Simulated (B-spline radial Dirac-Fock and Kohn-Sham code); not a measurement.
Ta⁵⁺: non-radiative channels of the 3s vacancy

System: tantalum as Ta⁵⁺, configuration [Xe] 4f14.

Calculated with a radial B-spline solver, using one-electron (LDA, Dirac) transition rates at Dirac-Fock energies. Kinetic energies are configuration averages from the vacuum level; the two-hole energies are estimated from single-hole states.

```tsv
transition	kinetic energy (eV)	width (meV)	share (%)
M1-M3N3	7.27	1500	9.0
M1-M2N6	120.1	704	4.2
M1-M2N7	121.7	938	5.7
M1-M3N4	172.1	571	3.4
M1-M3N5	184.3	843	5.1
M1-M4N1	245.5	473	2.9
M1-M5N1	304.0	670	4.0
M1-M3N6	393.4	2870	17.3
M1-M3N7	395.9	3600	21.7
M1-M5N5	647.3	331	2.0
```

Coster-Kronig rates are the weakest part of this model and often come out 1.5 to 2.5 times too large. Channels within a few eV of threshold rest on estimated energies and may be closed in reality. The listed channels hold 75 % of the non-radiative rate. Summed by principal shells, of 16.6 eV in all: MMN 85.8 %, MMO 8.3 %, MNN 5.2 %, MNO 0.7 %.
